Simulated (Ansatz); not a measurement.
Ansatz results at the PBE0-D4/def2-TZVP geometry: size of the dipole moment (PBE/def2-TZVPP) 3.56 D; HOMO energy (PBE/def2-TZVPP) -7.40 eV; LUMO energy (B3LYP/def2-TZVPP) -2.44 eV.

Each molecule was computed in one conformer, which needn't be the lowest.

Question: Which molecule gave them?
A. `[SiH3][O][Ti]([O][SiH3])([O][SiH3])[O][SiH3]`
B. `C[Si](C)(C)[O][Ti]([F])([F])[F]`
C. `[NH2][Ti]([NH2])([F])[F]`
D. `C[N](C)[Ti]([F])([N](C)C)[N](C)C`

Answer: B. The others give `[NH2][Ti]([NH2])([F])[F]`: 2.90, -6.34, -1.96; `[SiH3][O][Ti]([O][SiH3])([O][SiH3])[O][SiH3]`: 0.00, -7.26, -1.87; `C[N](C)[Ti]([F])([N](C)C)[N](C)C`: 2.25, -4.95, -0.86.

B3LYP here is the variant with VWN-RPA as its local correlation; programs differ in this.
